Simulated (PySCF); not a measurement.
System: C2H10NSi2, net charge -1, singlet state. It need not be the lowest isomer of its formula. Whether it binds its extra electron was not tested at this geometry. 
Structure (B3LYP-D3(BJ)/def2-TZVP (Ansatz) minimum search):
SMILES: C[Si-](C)N[SiH3]
```xyz
15

Si    -0.8153    -0.4246    -0.4317
C     -1.6962     1.2047    -1.0534
C     -1.9012    -0.6609     1.1752
N      0.6557     0.3432     0.3457
Si     2.2442    -0.1683     0.0685
H     -2.7193     0.9973    -1.3902
H     -1.1558     1.6445    -1.8980
H     -1.7552     1.9660    -0.2593
H     -2.9317    -0.9360     0.9190
H     -1.4969    -1.4578     1.8078
H     -1.9430     0.2593     1.7795
H      0.5280     1.1220     0.9857
H      2.7216    -0.0706    -1.3452
H      3.1874     0.6870     0.8667
H      2.5543    -1.5760     0.4671
```
Charge -1, spin multiplicity 1.

Dispersion corrections to the total energy (kcal/mol) from the dftd3 and dftd4 libraries through PySCF: D3(BJ) without and D4 with the three-body term, each with the damping fitted for the functional named.

| functional | D3(BJ) | D4 |
|---|---|---|
| BLYP | ? | -20.57 |
| TPSS | -10.71 | -12.76 |
| PBE | -8.36 | -9.49 |
| PBE0 | ? | -8.09 |
| BP86 | -14.05 | ? |
| HF | -61.56 | -32.28 |
| HSE06 | -6.00 | -7.56 |

Q: What belongs in the gaps?

A: 
- BLYP, D3(BJ): -18.06
- PBE0, D3(BJ): -7.46
- BP86, D4: -12.88
